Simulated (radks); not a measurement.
The nuclear charge of neutral neodymium is varied continuously with 60 electrons held in [Xe] 4f4 6s2. Calculated with a radial shooting solver on a logarithmic mesh with Libxc functionals: scalar-relativistic Kohn-Sham, PBE, spin-unpolarised, spherical densities, point nucleus. By the Hellmann-Feynman theorem dE/dZ = E(electron-nucleus)/Z, the electronic potential at the nucleus. The scalar-relativistic energy here is not variational (the density holds large components alone), so the two differ by a part that grows with Z.

Z,E (hartree),E(electron-nucleus)/Z (hartree),HOMO,e(HOMO) (eV),<r> HOMO (bohr)
60,-9623.9843,-389.578,4f,-1.753,1.130
60.2,-9702.4798,-391.450,4f,-4.180,1.077
60.4,-9781.3540,-393.317,6s,-5.813,4.085
60.6,-9860.6065,-395.183,6s,-7.083,3.938
60.8,-9940.2369,-397.048,6s,-8.421,3.807
61,-10020.2452,-398.912,6s,-9.822,3.688

 No converged solution with all levels bound was reached at Z = 59.8.
